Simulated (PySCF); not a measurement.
# Relaxation of singlet H₃SbO

All numbers come from PBE0 in PySCF with Sb def2-TZVP with ECP28, O def2-TZVP, H def2-TZVP; scalar-relativistic core potentials, no spin–orbit coupling; density-fitted integrals. A (50,194) grid was used.

A hand-made tetrahedral start, of C3v symmetry, held to at least that symmetry:

```xyz
5
charge 0 multiplicity 1, angstrom
Sb    0.0000    0.1672    0.1183
O     0.0000   -1.3837   -0.9792
H     1.4044    0.1668    1.1114
H    -1.4044    0.1668    1.1114
H     0.0000    1.5720   -0.8742
```

**Question.** What forces act on the atoms at the start (eV/Å)?

**Answer.** 
```json
{"atom": "Sb1", "Fx": "0.00", "Fy": "-2.75", "Fz": "-1.94"}
{"atom": "O2", "Fx": "0.00", "Fy": "2.15", "Fz": "1.51"}
{"atom": "H3", "Fx": "-0.46", "Fy": "0.35", "Fz": "-0.07"}
{"atom": "H4", "Fx": "0.46", "Fy": "0.35", "Fz": "-0.07"}
{"atom": "H5", "Fx": "0.00", "Fy": "-0.10", "Fz": "0.57"}
```

**Question.** What does it relax to?

**Answer.** It ends at C3v with Sb–H 1.697 Å (×3), Sb–O 1.810 Å; H–Sb–H 102.3° (×3), H–Sb–O 115.9° (×3). A frequency run shows a minimum. Other isomers or separated fragments may lie lower.

**Question.** How much energy is released, and in how many steps?

**Answer.** 25.6 kJ/mol in 4 steps.
